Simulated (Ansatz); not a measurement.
`CS[SiH3]` + `[F][AlH][SH]` → `[F][AlH][S][SiH3]` + CH₃SH at 600 K and 1 bar (ligand exchange at the Si–S bond).

Computed with Ansatz on PBE0-D4/def2-TZVP structures; ΔE is electronic, products minus reactants. CBS: MP2 limit from def2 TZ/QZ plus the TZ coupled-cluster correction, frozen cores. This one scheme is used for every species. One conformer a species, not always the lowest.

| species | CCSD(T)/CBS energy (Eh) | H − E (kJ/mol) | S (J/(mol·K)) |
| --- | --- | --- | --- |
| `CS[SiH3]` | -728.52947 | 217.4 | 385.5 |
| `[F][AlH][SH]` | -740.90186 | 88.2 | 347.0 |
| `[F][AlH][S][SiH3]` | -1031.20495 | 154.6 | 440.8 |
| CH₃SH | -438.22835 | 152.3 | 296.8 |

H − E and S are ideal-gas, rigid-rotor, harmonic terms from PBE0-D4/def2-TZVP, for one conformer and one mirror image of each species. 1 Eh = 2625.50 kJ/mol, R = 8.31446 J/(mol·K).

**Question.** By hand: ΔE, ΔH, ΔS and ΔG.

**Answer.** ΔE = (-1031.20495) + (-438.22835) − (-728.52947) − (-740.90186) = -0.00197 Eh = -5.2 kJ/mol. Δ(H − E) = 154.6 + 152.3 − 217.4 − 88.2 = 1.3, so ΔH = -3.9 kJ/mol. ΔS = 440.8 + 296.8 − 385.5 − 347.0 = 5.1 J/(mol·K). ΔG = -3.9 − 600 × (5.1)/1000 = -7.0 kJ/mol.

**Question.** By hand: the equilibrium constant, and the temperature at which ΔG would vanish if ΔH and ΔS stayed fixed.

**Answer.** log₁₀ K = −ΔG/(RT ln 10) = 0.6. ΔH and −TΔS have one sign here, so there is no such temperature.

TΔS isn't small against ΔH here. A doubt of 5 kJ/mol in ΔE shifts log₁₀ K by 0.4 here. Other conformers and mirror images would add mixing entropy, several J/(mol·K) or more a flexible species. Modes under 60 cm⁻¹, often nearly free rotors, make the harmonic entropy too high. These are equilibria of isolated gas molecules and say nothing of rates. Largest T1 diagnostic: 0.012 (customary marks: 0.02 for closed shells, 0.045 for open ones).

ΔS is within the doubt of such terms, so its sign, and with it that verdict, could turn.
